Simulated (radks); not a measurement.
Computed order of ionisation of caesium. At each step one electron was removed from each of the four highest sub-shells of the ion before, moves of one valence electron (up to charge 6) and the configuration listed by NIST were tried, and the lowest configuration was kept. Method: Dirac Kohn-Sham, PBE, spin-unpolarised, spherical densities, finite nucleus; Fermi nuclear charge, rms radius of each element as measured or else 0.836 A^(1/3) + 0.57 fm; computed with a radial shooting solver on a logarithmic mesh with Libxc functionals. Sub-shells are occupied by j as written (lower j first in brackets).

species        lowest configuration found  NIST configuration  margin to the next tried (eV)  IE (eV)  NIST IE (eV)       kind
Cs                               [Xe] 6s1                same                          1.320    3.863         3.894       exp.
Cs+                                  [Xe]                same                         13.454   23.089        23.157       exp.
Cs2+     [Kr] 4d10 5s2 5p(1/2: 2, 3/2: 3)                same                          1.815   33.426        33.195  semi-emp.
Cs3+     [Kr] 4d10 5s2 5p(1/2: 2, 3/2: 2)                same                          1.985   44.381            43     theory
Cs4+     [Kr] 4d10 5s2 5p(1/2: 2, 3/2: 1)                same                          2.162   55.861            56     theory
Cs5+     [Kr] 4d10 5s2 5p(1/2: 2, 3/2: 0)                same                          2.347   70.330            69     theory
Cs6+     [Kr] 4d10 5s2 5p(1/2: 1, 3/2: 0)                same                         14.600   83.056            83     theory
Cs7+                        [Kr] 4d10 5s2                same                         15.123   111.81           110  semi-emp.
Cs8+                        [Kr] 4d10 5s1                same                         61.861   126.41         125.6  semi-emp.
Cs9+                            [Kr] 4d10                same                         65.033   209.72           213       exp.
Cs10+             [Kr] 4d(3/2: 4, 5/2: 5)                same                          2.510   236.20           233     theory
Cs11+             [Kr] 4d(3/2: 4, 5/2: 4)                same                          2.615   263.45           261     theory
Cs12+             [Kr] 4d(3/2: 4, 5/2: 3)                same                          2.722   291.44           289     theory
Cs13+             [Kr] 4d(3/2: 4, 5/2: 2)                same                          2.830   320.15           316     theory

Reference values: NIST Atomic Spectra Database (exp. = measured, semi-emp. = semi-empirical, theory = theoretical value adopted there). Spin polarisation and multiplet splitting are left out, so open shells lie too high by an amount that depends on their filling.

Beside tabulated values, note that spin-unpolarised runs miss the spin-polarisation part of the exchange energy of open shells.
